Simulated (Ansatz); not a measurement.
Cd₃Te₃: single points at one geometry.

```yaml
crystal:
  periodic: [false, false, false]
  atoms:
    - {symbol: Cd, position_ang: [0.602464, 1.603348, 0.823517]}
    - {symbol: Cd, position_ang: [-0.877140, -1.124143, 0.679931]}
    - {symbol: Cd, position_ang: [-1.688229, -0.183874, -2.142752]}
    - {symbol: Te, position_ang: [-1.497606, 0.951818, 2.376366]}
    - {symbol: Te, position_ang: [1.571736, -1.907609, -0.350567]}
    - {symbol: Te, position_ang: [1.888775, 0.660450, -1.386484]}
basis:
  gaussian: {orbitals: def2-SVP, initial_orbitals: start.molden}
hamiltonian: {xc: pbe, dispersion: d4}
scf: {omitted_lower_state_checks: [starts]}
output: {orbitals: {seedname: orbitals}}
```

The file start.molden holds the orbitals of an earlier run on this structure, at another level or in another basis.

```sh
$ ansatz run in.yaml --threads 2 --pin off --events-out ev --progress --plain --max-ram 32768MiB --backend cpu
```

Shortened log:

```
Functional definition: PBE
1884 factors; their error is unknown
mean field evaluation 1: about -35576.2570 eV, gradient 4.1e1 eV
mean field evaluation 2: about -35576.6300 eV, gradient 8.4e-1 eV
mean field evaluation 4: about -35576.6249 eV, gradient 8.1e-2 eV
mean field -35576.62496258 eV, -1307.4168526725 hartree, gradient 2.7e-5 eV, S^2 0.000000; 0 other end points of the search recorded, 0 dependent functions left out
reference -35576.62500335 eV, -1307.4168541708 hartree; 66, 66 occupied and 105, 105 virtual orbitals, 1884 factors
Total energy: -35577.22470165 eV, -1307.4388926766 hartree
Checks for a lower state left out: starts
```

It took 5.5 s on 2 threads of AMD EPYC 7R13 on a shared host.

First input, but with `gaussian: {orbitals: def2-TZVP, initial_orbitals: start.molden}`, `hamiltonian: {xc: {name: BLYP}, dispersion: d4}` (abridged; 9.5 s):

```
Functional definition: BLYP
mean field -35573.36382971 eV, -1307.2970082499 hartree, gradient 2.4e-5 eV, S^2 0.000000
Total energy: -35574.56007256 eV, -1307.3409693639 hartree
Checks for a lower state left out: starts
```

First input, but with `gaussian: {orbitals: def2-TZVP, initial_orbitals: start.molden}`, `hamiltonian: {xc: {name: r2SCAN0}, dispersion: d4}` (abridged; 29 s):

```
Functional definition: r2SCAN0
mean field -35588.88949010 eV, -1307.8675657455 hartree, gradient 2.4e-5 eV, S^2 0.000000
Total energy: -35589.05459753 eV, -1307.8736333316 hartree
Checks for a lower state left out: starts
```

First input, but with `gaussian: {orbitals: def2-TZVPD, initial_orbitals: start.molden}`, `hamiltonian: {xc: {name: r2SCAN0}, dispersion: d4}` (abridged; 5.5 s, on the card):

```
Functional definition: r2SCAN0
mean field -35588.90871660 eV, -1307.8682723063 hartree, gradient 1.5e-5 eV, S^2 0.000000
Total energy: -35589.07382852 eV, -1307.8743400575 hartree
Checks for a lower state left out: starts
```

As the first input, with `gaussian: {orbitals: def2-TZVPD, initial_orbitals: start.molden}` (abridged; 5.5 s, on the card):

```
Functional definition: PBE
mean field -35580.93639827 eV, -1307.5752950114 hartree, gradient 3.3e-5 eV, S^2 0.000000
Total energy: -35581.53615376 eV, -1307.5973356194 hartree
Checks for a lower state left out: starts
```

As the first input, with `gaussian: {orbitals: def2-TZVP, initial_orbitals: start.molden}`, `hamiltonian: {xc: hse06, dispersion: d4}` (abridged; 20 s):

```
Functional definition: HSE06
mean field -35581.17365785 eV, -1307.5840141402 hartree, gradient 2.2e-5 eV, S^2 0.000000
Total energy: -35581.69661641 eV, -1307.6032325128 hartree
Checks for a lower state left out: starts
```

Geometry: PBE-D4/def2-SVP.

In the def2 sets Cd, Te take a core potential; there is no spin–orbit coupling. HSE06 is defined as in plane-wave codes, on full-range PBE exchange. The structure comes from a short search, and lower isomers may exist.
